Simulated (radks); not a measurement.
Results of a calculation; reference values are marked as such.
Coherent X-ray form factor from a spherical all-electron density. Level of theory: Dirac Kohn-Sham, PBE, spin-unpolarised, spherical densities, finite nucleus; Fermi nuclear charge, rms radius of each element as measured or else 0.836 A^(1/3) + 0.57 fm (a radial shooting solver on a logarithmic mesh with Libxc functionals).

sin(theta)/lambda (1/angstrom),f0 (electrons)
0.05,64.395
0.1,62.672
0.15,60.074
0.2,56.920
0.25,53.523
0.3,50.129
0.4,43.907
0.5,38.696
0.6,34.363
0.8,27.547
1,22.633
1.25,18.621
1.5,16.114
2,12.618

The species is in the configuration that NIST lists as its ground one. Which atom or ion scatters so?

Answer. The erbium ion Er3+, [Xe] 4f11. Extrapolating in s^2 from the first two rows gives f0(0) = 65.0, near the electron count 65; among species with that count, the fall with angle is slower the higher Z, and the table is that of Z = 68; from so few rows the species is fixed only to a neighbour or two.
